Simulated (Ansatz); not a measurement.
One change: `C[N](C)[In]([F])[SH]` becomes `C[N](C)[In]([OH])[F]`.

Ansatz, PBE0-D4/def2-TZVP geometries, multiplicity 1. Each molecule was computed in one conformer, which needn't be the lowest.

Elements past krypton have def2 core potentials.

| property | `C[N](C)[In]([F])[SH]` |
| --- | --- |
| HOMO–LUMO gap (PBE/def2-TZVPP) / eV | 2.68 |
| LUMO energy (PBE/def2-TZVPP) / eV | -2.51 |
| HOMO energy (PBE0/def2-TZVPP) / eV | -6.43 |
| HOMO–LUMO gap (B3LYP/def2-TZVPP) / eV | 4.31 |
| LUMO energy (ωB97M-V/def2-TZVPP) / eV | 0.26 |
| HOMO energy (B3LYP/def2-TZVPP) / eV | -6.24 |

**Question.** What does the change do to each property? (An estimate is asked.)

**Answer.** The calculation gave: 
```csv
property,`C[N](C)[In]([OH])[F]`,shift
HOMO–LUMO gap (PBE/def2-TZVPP) / eV,2.63,-0.05
LUMO energy (PBE/def2-TZVPP) / eV,-2.63,-0.12
HOMO energy (PBE0/def2-TZVPP) / eV,-6.53,-0.10
HOMO–LUMO gap (B3LYP/def2-TZVPP) / eV,4.29,-0.02
LUMO energy (ωB97M-V/def2-TZVPP) / eV,0.13,-0.13
HOMO energy (B3LYP/def2-TZVPP) / eV,-6.36,-0.12
```

B3LYP here is the variant with VWN-RPA as its local correlation; programs differ in this.
